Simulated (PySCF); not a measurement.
Ga+ (gallium, charge +1) across methods

[Ar] 3d10 4s1 4p1, high-spin 3P determinant (an excited configuration). Computed with PySCF 2.14 in x2c-TZVPPall (6s5p4d1f, 48 functions), with the spin-free X2C one-electron Hamiltonian (Gaussian nucleus).

| method | E (hartree) | mean ε 3d β (eV) | mean ε 4s α (eV) | mean ε 4p α (eV) | Σ⟨r²⟩ (bohr²) | ⟨S²⟩ |
| --- | --- | --- | --- | --- | --- | --- |
| wB97X-V | -1943.205 | -34.762 | -21.662 | -13.754 | 27.62 | 2.001 |
| PBE0 | -1943.124 | -32.339 | -19.299 | -11.667 | 27.50 | 2.001 |
| PBE | -1943.098 | -29.010 | -18.117 | -10.663 | 27.57 | 2.001 |
| wB97X | -1943.421 | -34.723 | -21.596 | -13.673 | 27.51 | 2.001 |
| CAM-B3LYP | -1943.500 | -33.805 | -20.820 | -12.852 | 27.49 | 2.001 |
| r2SCAN | -1943.354 | -29.434 | -18.486 | -10.959 | 27.30 | 2.002 |
| LDA | -1940.211 | -29.373 | -18.367 | -10.678 | 27.49 | 2.001 |
| PBEsol | -1941.596 | -28.998 | -18.151 | -10.627 | 27.46 | 2.001 |

Q: Estimate the same row for UHF.

A: E (hartree) = -1941.79503; mean ε 3d β (eV) = -41.457; mean ε 4s α (eV) = -22.270; mean ε 4p α (eV) = -14.284; Σ⟨r²⟩ (bohr²) = 27.87; ⟨S²⟩ = 2.002.
